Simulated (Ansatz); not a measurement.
System: C₄H₈, net charge 0, singlet state. SMILES: C/C=C/C
Geometry: optimised at B3LYP-D3(BJ)/def2-TZVP (Ansatz, a program for electronic structure).

Quantity: atomisation energy (electronic, to ground-state atoms), in eV. Correlated levels leave the core frozen unless marked. UHF or UKS for open shells. No spin-orbit coupling. No relativistic terms. The coupled-cluster limit lacks core correlation, which all-electron functionals hold. Basis-set limits of correlation are two-point, X^-3; Hartree-Fock from the larger set. [CCSD(T)-MP2]/basis is that difference in the basis named.

```json
[
 {"level": "revPBE/def2-TZVPD", "program": "Ansatz", "atomisation energy (eV)": "49.41"},
 {"level": "PBE0/STO-3G", "program": "Ansatz", "atomisation energy (eV)": "59.99"},
 {"level": "PBE0-D3(BJ)/def2-TZVP", "program": "Ansatz + dftd3", "atomisation energy (eV)": "50.50"},
 {"level": "B2GP-PLYP-D3(BJ)/def2-TZVPD", "program": "Ansatz + dftd3", "atomisation energy (eV)": "49.61"},
 {"level": "MP2/aug-cc-pVTZ", "program": "Ansatz", "atomisation energy (eV)": "49.68"},
 {"level": "RI-MP2/CBS(cc-pVTZ,cc-pVQZ)", "program": "Ansatz", "atomisation energy (eV)": "50.57"},
 {"level": "RI-MP2/CBS(aug-cc-pVTZ,aug-cc-pVQZ)+[CCSD(T)-MP2]/aug-cc-pVTZ", "program": "Ansatz", "atomisation energy (eV)": "50.14"}
]
```
